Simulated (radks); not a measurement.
Values are calculated unless marked as measured or tabulated.
Question: Orbital eigenvalues (eV) of neutral iridium, [Xe] 4f14 5d7 6s2, of relativity; Dirac values are averaged over j with weights 2j + 1. Spin-unpolarised spherical Kohn-Sham, LDA (Slater exchange, Perdew-Wang correlation), point nucleus unless stated (finite: rms radius 5.4032 fm), a radial shooting solver on a logarithmic mesh with Libxc functionals. A level marked "c x" has the speed of light scaled by that factor and shares open shells by 2j + 1; other Dirac levels either fill j = l - 1/2 first or share by 2j + 1.

| shell | non-rel. |
|---|---|
| 2p | -11035 |
| 3s | -2664.6 |
| 3p | -2452.0 |
| 3d | -2054.1 |
| 4s | -552.23 |
| 4p | -461.68 |
| 4d | -295.42 |
| 5s | -79.158 |
| 4f | -74.510 |
| 5p | -51.244 |
| 5d | -9.1178 |
| 6s | -5.3209 |

Give the values at the level "Dirac, c x 0.75".

Answer: 
shell  Dirac, c x 0.75  change of magnitude (%)
2p              -12310                   +11.55
3s             -3620.6                   +35.88
3p             -2794.8                   +13.98
3d             -2013.8                    -1.96
4s             -793.26                   +43.65
4p             -542.69                   +17.55
4d             -284.34                    -3.75
5s             -122.00                   +54.12
4f             -52.193                   -29.95
5p             -61.371                   +19.76
5d             -5.9812                   -34.40
6s             -8.5923                   +61.48
